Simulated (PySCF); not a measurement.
Calculation: TPSSh-D3(BJ)/def2-TZVP // CAM-B3LYP-D3(BJ)/def2-TZVP (PySCF). Gas-phase values, no solvent. One relaxed conformer stands for a flexible species; it need not be the lowest. Excitations are Tamm–Dancoff values on a coarser integration grid. The basis has no diffuse functions, so Rydberg states are missing or too high.

Reference species (SMILES): `[F][Ga]([F])[F]` (neutral, multiplicity 1).

```
Property           Value
---------------  -------
S1–T1 gap (TDA)  0.35 eV
HOMO–LUMO gap    7.88 eV
```

Changed species: `[Ga]([SH])([SH])[SH]` (3 of 3 F replaced by SH; the reference has 0 of 3 F replaced by SH).

Problem. Give the shifts of the S1–T1 gap (TDA) and HOMO–LUMO gap.

Solution. the S1–T1 gap (TDA) decreases by 0.08 eV, to 0.27 eV; the HOMO–LUMO gap decreases by 2.19 eV, to 5.69 eV.
